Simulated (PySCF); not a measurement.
C₂H₃BF₂O, SMILES C(=C\B(F)O)/F. Atoms are numbered in the order given.

```xyz
9

O     -0.7666     2.2055     0.0000
B     -0.0166     1.0829     0.0000
F      1.3059     1.2596     0.0000
C     -0.5866    -0.3606     0.0000
C      0.2469    -1.4030     0.0000
F     -0.1629    -2.6601     0.0000
H     -1.7113     2.0287     0.0000
H     -1.6599    -0.5802     0.0000
H      1.3393    -1.3213     0.0000
```
Charge 0, spin multiplicity 1.

Geometry: PBE0-D3(BJ)/def2-SVP. The structure was generated by enumeration; whether it is a known compound was not checked. The values are those of a single conformer.

Two levels are set side by side: PBE/pcSseg-1 (PySCF) and PBE0/pcSseg-1 (PySCF). GIAO shifts against BF3 (¹¹B), CFCl3 (¹⁹F), H2O (¹⁷O), TMS (¹H), TMS (¹³C) at the same level; non-relativistic, no solvent, atoms listed together averaged. Differences are taken from unrounded values.

```json
[
 {"quantity": "δ(¹⁷O) of O1 (ppm)", "PBE": "151.7"},
 {"quantity": "δ(¹¹B) of B2 (ppm)", "PBE": "14.8"},
 {"quantity": "δ(¹⁹F) of F3 (ppm)", "PBE": "-135.2"},
 {"quantity": "δ(¹³C) of C4 (ppm)", "PBE": "101.0"},
 {"quantity": "δ(¹³C) of C5 (ppm)", "PBE": "178.0"},
 {"quantity": "δ(¹⁹F) of F6 (ppm)", "PBE": "-79.2"},
 {"quantity": "δ(¹H) of H7 (ppm)", "PBE": "4.38"},
 {"quantity": "δ(¹H) of H8 (ppm)", "PBE": "5.02"},
 {"quantity": "δ(¹H) of H9 (ppm)", "PBE": "7.56"}
]
```

**Question.** These are the PBE values. What does PBE0 give? (The exact figures need the calculation; the answer reports its results.)

**Answer.** 
| quantity | PBE0 | PBE minus PBE0 |
|---|---|---|
| δ(¹⁷O) of O1 (ppm) | 139.9 | 11.8 |
| δ(¹¹B) of B2 (ppm) | 15.4 | -0.6 |
| δ(¹⁹F) of F3 (ppm) | -118.7 | -16.5 |
| δ(¹³C) of C4 (ppm) | 102.4 | -1.4 |
| δ(¹³C) of C5 (ppm) | 180.0 | -1.9 |
| δ(¹⁹F) of F6 (ppm) | -74.3 | -4.9 |
| δ(¹H) of H7 (ppm) | 4.39 | -0.01 |
| δ(¹H) of H8 (ppm) | 5.13 | -0.11 |
| δ(¹H) of H9 (ppm) | 7.56 | -0.01 |

Rough cost on one machine, each run with all the roots and properties that it gave: PBE0 against PBE within a factor of 2.
